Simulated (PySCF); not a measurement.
How methods differ on the ionisation energy of Ar(15+)

Ar(15+) [He] 2s1 [2s1/2^1, M_J = 1/2] → Ar(16+) 1s2, as a difference of total energies. Computed with PySCF 2.14 in an uncontracted even-tempered set (17 s from 3 bohr⁻², ratio 2.4; 10 p from 3.9 bohr⁻², ratio 2.4; 5 d from 12 bohr⁻², ratio 2.6; 4 f from 18 bohr⁻², ratio 2.6), with the two-component X2C-1e Hamiltonian. Correlated levels: nothing frozen; the 28 highest virtual spinors dropped. "Screened" scales the spin-orbit matrix elements by Boettger's factors to mimic the two-electron term; Breit and QED terms are absent.

```csv
method,ionisation energy (eV),difference from reference (eV)
GHF (screened spin-orbit),918.41,+0.03
GMP2 (screened spin-orbit),918.57,+0.19
```

Reference: 918.38 eV (theoretical estimate listed by NIST; NIST Atomic Spectra Database, ionization energies).
